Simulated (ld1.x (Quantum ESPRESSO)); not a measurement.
# Al (Z = 13): one change to a TM semilocal potential, before and after

Al, norm-conserving Troullier–Martins (semilocal form), made with ld1.x (Quantum ESPRESSO) 7.5 (PBE, scalar-relativistic). Core [Ne], reference 3s2 3p1. Waves: 3s (bound): rc 1.90 bohr; 3p (bound): rc 2.75 bohr; 3d channel at -0.1 Ry: rc 2.40 bohr. Local part: the d channel. Core correction: none.

All-electron outer shells of the reference configuration (PBE, scalar-relativistic, ld1.x):

```json
{"shell": "2s", "level (eV)": "-108.17", "outermost node (bohr)": "0.16", "outermost maximum (bohr)": "0.50"}
{"shell": "2p", "level (eV)": "-69.64", "outermost node (bohr)": "–", "outermost maximum (bohr)": "0.43"}
{"shell": "3s", "level (eV)": "-7.75", "outermost node (bohr)": "0.80", "outermost maximum (bohr)": "2.09"}
{"shell": "3p", "level (eV)": "-2.71", "outermost node (bohr)": "0.82", "outermost maximum (bohr)": "2.64"}
```

Change: wave 3s (bound): rc 1.90 bohr becomes 3s (bound): rc 2.22 bohr.

Cutoffs: the cutoffs (Ry, on a coarse ladder) from which the occupation-weighted sum of valence levels, in a spherical-Bessel basis at the reference potential, stays within 10 and 1 mRy of its value at 400 Ry; they do not see the model core or the augmentation charge, which bear on the density cutoff. Errors are all-electron minus pseudo energies relative to the spin-unpolarised reference configuration.

Q: How do hardness, ghosts and transferability respond?

A: The potential gets softer (10 Ry and 30 Ry → 10 Ry and 25 Ry); of the 7 tests that both files solve, the error grows in 0 and shrinks in 1 by more than 15 % and 0.3 meV (median size 6.6 → 6.7 meV); neither file shows a bound ghost. A larger radius leaves more room for a smooth pseudo-wave, so fewer plane waves are needed. A semilocal file is local in each channel, so a ghost entry of none says nothing of the separable form that plane-wave codes build from it.

| quantity | base | changed |
| --- | --- | --- |
| cutoff, loose | 10 Ry | 10 Ry |
| cutoff, tight | 30 Ry | 25 Ry |
| bound ghosts | none | none |
| error for 3s2 3p0, meV [ΔE 5.76 eV] | -2.7 | -2.0 |
| error for 3s1 3p0, meV [ΔE 24.99 eV] | +20 | +21 |
| error for 3s2 3p0.5, meV [ΔE 2.09 eV] | -0.5 | -0.3 |
| error for 3s2 3p1.3, meV [ΔE -0.57 eV] | 0.0 | 0.0 |
| error for 3s1 3p1, meV [ΔE 11.57 eV] | +9.8 | +9.2 |
| error for 3s0 3p3, meV [ΔE 10.45 eV] | +30 | +31 |
| error for 3s1 3p2, meV [ΔE 5.14 eV] | +6.6 | +6.7 |
| s: phases at 3.02 bohr within 0.05 rad from the reference energy up to (Ry; the scan ends near 5) | 1.6 | 1.5 |
| p: phases at 3.02 bohr within 0.05 rad from the reference energy up to (Ry; the scan ends near 5) | 2.2 | 2.2 |
| d: phases at 3.02 bohr within 0.05 rad from the reference energy up to (Ry; the scan ends near 5) | 2.7 | 2.7 |
